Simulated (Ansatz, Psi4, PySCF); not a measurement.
BCl₂, doublet, at a GFN2-xTB geometry. Base run: CCSD(T)/6-31G* (PySCF).

Input for PySCF:
```python
from pyscf import gto, scf, cc

mol = gto.M(
    atom='''
B    -0.01065557    0.71135712   -0.06266828
Cl    1.48570467   -0.08446017   -0.01439496
Cl   -1.48257068   -0.12476251    0.03282680
''',
    basis='6-31g*',
    spin=1,
    verbose=4,
)

mf = scf.UHF(mol)
mf.kernel()

mycc = cc.CCSD(mf)
mycc.kernel()
et = mycc.ccsd_t()
print('E(CCSD(T)) = %.10f' % (mycc.e_tot + et))
```

The same geometry, method and basis name were run in Ansatz (a first-principles code) and Psi4 and PySCF, at each program's defaults and at the settings that a row names. The base is PySCF at its defaults. Differences at the defaults can come from grids, fitting, cores and function types together.

| code and settings | ΔE vs base (mEh) | basis functions | E (Eh) | SCF cycles |
|---|---|---|---|---|
| PySCF, defaults (exact integrals, spherical functions, all electrons correlated) | 0.000 | 50 | -944.02717 | 11 |
| Psi4, defaults (exact integrals, Cartesian functions, all electrons correlated) | -17.305 | 53 | -944.04448 | 13 |
| Ansatz, defaults (factorised integrals, Cartesian functions, frozen core) | 6.368 | 53 | -944.02080 | - |
| PySCF, frozen core | 13.367 | 50 | -944.01380 | 11 |
| Psi4, exact integrals, spherical functions, frozen core | 13.367 | 50 | -944.01380 | 13 |
| Ansatz, high accuracy, frozen core, Cartesian functions as the basis file defines them | 6.363 | 53 | -944.02081 | - |

Open shells are given as the SCF converged; they aren't shown to be the lowest states, and a large step between rows can be another state.
